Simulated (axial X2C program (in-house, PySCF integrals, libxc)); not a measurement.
## ZrSe⁻: from the spin-free to the two-component result

Calculated with an axial X2C code built on PySCF integrals. Spin-free means the one-electron spin-free X2C Hamiltonian; two-component (2c) means X2C with spin–orbit coupling and atomic mean-field two-electron Coulomb and Gaunt terms, so the difference of the two also holds small scalar two-electron terms. Basis: Zr dyall-acv3z [12s13p10d6f3g], Se dyall-acv3z [9s10p7d5f1g] (cores contracted in-house); Gaussian nuclei, density fitting, unrestricted open shells. Masses: Zr 89.905 u, Se 79.917 u.

Spin-free state: M_S = 1/2, Λ = 2 (beyond evenly filled blocks: δ+α); fragments Zr + Se-.

| level | Re (Å) | ωe (cm⁻¹) | De (eV) | μ (D) |
| --- | --- | --- | --- | --- |
| BP86 | 2.375 | 326.7 | 4.626 | 1.34 |

Dipoles are positive if Se is the positive end and refer to the centre of mass.

**Question.** Within this multiplet, which Ω should lie lowest by the rule for regular and inverted multiplets?

**Answer.** The open δ shell holds one electron, so the multiplet is regular: Ω = Λ − 1/2 = 3/2. The PBE0 2c search agrees, though Ω = 5/2 of the search lies only 0.08 eV higher.

Two-component determinant lowest at the distance of the search:

Ω = 3/2 (⟨Sz⟩ = -0.50, ⟨Lz⟩ = 2.00 at BP86); fragments Zr + Se-.

```json
{"level": "BP86", "Re (Å)": "2.375", "ωe (cm⁻¹)": "326.3", "μ (D)": "1.35"}
```

**Question.** From the two tables, how do the constants change at the BP86 level (2c against spin-free)?

**Answer.** At the BP86 level Re is unchanged within 0.001 Å and ωe goes down by 0.4 cm⁻¹.

One determinant describes the state; a PBE0 search over occupations chose it and may have missed a lower one. De is counted from the lowest determinant-based energies of the atoms at the same level, without counterpoise correction. De is not given where an atomic determinant may have missed its ground term or J level, or where the truncated virtual space spoils (T). Density functionals use the spin component along the axis (collinear). PBE0 can misorder states that lie within some tenths of an eV, so this need not be the ground state of the molecule. The nearest other spin-free determinant of the search, M_S = 3/2, Λ = 3, lies 0.47 eV up at the distance of the search. Without a current term, density functionals place determinants with orbital angular momentum somewhat too high. The highest occupied level of some functionals is positive through self-interaction error; at Hartree–Fock it is bound. The determinant is spin-polarised beyond a pure state at some levels (its spin-free form has ⟨S²⟩ too high), which makes Re and μ there less reliable.
